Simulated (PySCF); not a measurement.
hex-1-yne (C6H10), SMILES C#CCCCC. Heavy atoms are numbered as in [CH:1]#[C:2][CH2:3][CH2:4][CH2:5][CH3:6]. Hydrogens are named by the atom that carries them.

The structure is a stationary point at PBE-D3(BJ)/def2-SVP. Other conformers were not sampled.

Calculation: M06-2X/def2-TZVP (PySCF).

Atomic charges (e), one atom of each kind:

```json
[
 {"atom": "C1 (CH)", "Mulliken": "-0.18", "Löwdin": "-0.12"},
 {"atom": "C2", "Mulliken": "-0.03", "Löwdin": "-0.12"},
 {"atom": "C3 (CH2)", "Mulliken": "-0.40", "Löwdin": "-0.26"},
 {"atom": "C4 (CH2)", "Mulliken": "-0.26", "Löwdin": "-0.26"},
 {"atom": "C5 (CH2)", "Mulliken": "-0.26", "Löwdin": "-0.30"},
 {"atom": "C6 (CH3)", "Mulliken": "-0.45", "Löwdin": "-0.32"},
 {"atom": "H on C1", "Mulliken": "0.20", "Löwdin": "0.13"},
 {"atom": "H on C3", "Mulliken": "0.17", "Löwdin": "0.16"},
 {"atom": "H on C4", "Mulliken": "0.15", "Löwdin": "0.14"},
 {"atom": "H on C5", "Mulliken": "0.14", "Löwdin": "0.14"},
 {"atom": "H on C6", "Mulliken": "0.15", "Löwdin": "0.12"}
]
```

Computed Mayer and Wiberg (Löwdin basis) orders of the bonds:
```
bond   Mayer  Wiberg
-----  -----  ------
C1–C2   3.07    2.96
C2–C3   0.93    1.30
C3–C4   0.92    1.18
C4–C5   0.94    1.23
C5–C6   0.93    1.29
```
